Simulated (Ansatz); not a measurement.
A further run on TTF (C₆H₄S₄).

```yaml
crystal:
  periodic: [false, false, false]
  atoms:
    - {symbol: C, position_ang: [-3.173858, 0.525078, 0.420068]}
    - {symbol: C, position_ang: [-3.127511, -0.808512, 0.301446]}
    - {symbol: S, position_ang: [-1.569900, -1.552880, 0.048004]}
    - {symbol: C, position_ang: [-0.671076, -0.029852, 0.071948]}
    - {symbol: C, position_ang: [0.670065, 0.030381, -0.080510]}
    - {symbol: S, position_ang: [1.671872, -1.407281, -0.320481]}
    - {symbol: C, position_ang: [3.174361, -0.525334, -0.416372]}
    - {symbol: C, position_ang: [3.127873, 0.808252, -0.297789]}
    - {symbol: S, position_ang: [1.568670, 1.553555, -0.057245]}
    - {symbol: S, position_ang: [-1.672798, 1.407957, 0.311410]}
    - {symbol: H, position_ang: [-4.086781, 1.100514, 0.579691]}
    - {symbol: H, position_ang: [-3.997633, -1.464570, 0.351536]}
    - {symbol: H, position_ang: [4.088067, -1.101175, -0.569932]}
    - {symbol: H, position_ang: [3.998659, 1.463868, -0.341762]}
basis:
  gaussian: {orbitals: "6-31++G**"}
hamiltonian: {xc: {name: revPBE}, dispersion: d3bjatm}
output: {forces: true}
```

```sh
$ ansatz run in.yaml --threads 4 --pin off --events-out ev --progress --plain --max-ram 8704MiB
```

It prints (some lines left out):

```
Functional definition: revPBE
2352 factors; their error is unknown
mean field evaluation 1: about -49581.6184 eV, gradient 1.2e2 eV
mean field evaluation 2: about -49385.0700 eV, gradient 2.5e2 eV
mean field evaluation 4: about -49611.6099 eV, gradient 4.3e1 eV
mean field evaluation 8: about -49616.2038 eV, gradient 7.9e-2 eV
mean field evaluation 16: about -49616.0415 eV, gradient 4.4e-4 eV
mean field -49616.04146737 eV, -1823.3558929651 hartree, gradient 1.8e-5 eV, S^2 0.000000; 0 other end points of the search recorded, 0 dependent functions left out
reference -49616.04157707 eV, -1823.3558969964 hartree; 52, 52 occupied and 178, 178 virtual orbitals, 2352 factors
Total energy: -49617.59587730 eV, -1823.4130164762 hartree
Atom 0 at    -3.173858     0.525078     0.420068 Å, force    -0.427562     0.599220     0.103610 eV/Å
Atom 1 at    -3.127511    -0.808512     0.301446 Å, force    -0.384579    -0.636068    -0.006311 eV/Å
Atom 2 at    -1.569900    -1.552880     0.048004 Å, force     0.113505    -0.619142    -0.068379 eV/Å
Atom 3 at    -0.671076    -0.029852     0.071948 Å, force    -0.361926    -0.016299     0.041384 eV/Å
Atom 4 at     0.670065     0.030381    -0.080510 Å, force     0.362199     0.016265    -0.040698 eV/Å
Atom 5 at     1.671872    -1.407281    -0.320481 Å, force    -0.070518    -0.627399    -0.047426 eV/Å
Atom 6 at     3.174361    -0.525334    -0.416372 Å, force     0.427926    -0.599656    -0.099230 eV/Å
Atom 7 at     3.127873     0.808252    -0.297789 Å, force     0.385066     0.635799     0.010763 eV/Å
Atom 8 at     1.568670     1.553555    -0.057245 Å, force    -0.113937     0.619613     0.063602 eV/Å
Atom 9 at    -1.672798     1.407957     0.311410 Å, force     0.069890     0.627777     0.042472 eV/Å
Atom 10 at    -4.086781     1.100514     0.579691 Å, force    -0.002290     0.016998     0.001691 eV/Å
Atom 11 at    -3.997633    -1.464570     0.351536 Å, force    -0.001109    -0.017164    -0.001379 eV/Å
Atom 12 at     4.088067    -1.101175    -0.569932 Å, force     0.002268    -0.017146    -0.001478 eV/Å
Atom 13 at     3.998659     1.463868    -0.341762 Å, force     0.001067     0.017203     0.001379 eV/Å
Dipole moment:     0.000294    -0.000179     0.002446 e Å
```

Hardware: 4 threads of Arm Neoverse V2 on a shared host. Wall time 6 s.

The 6-31G sets use Cartesian d functions.
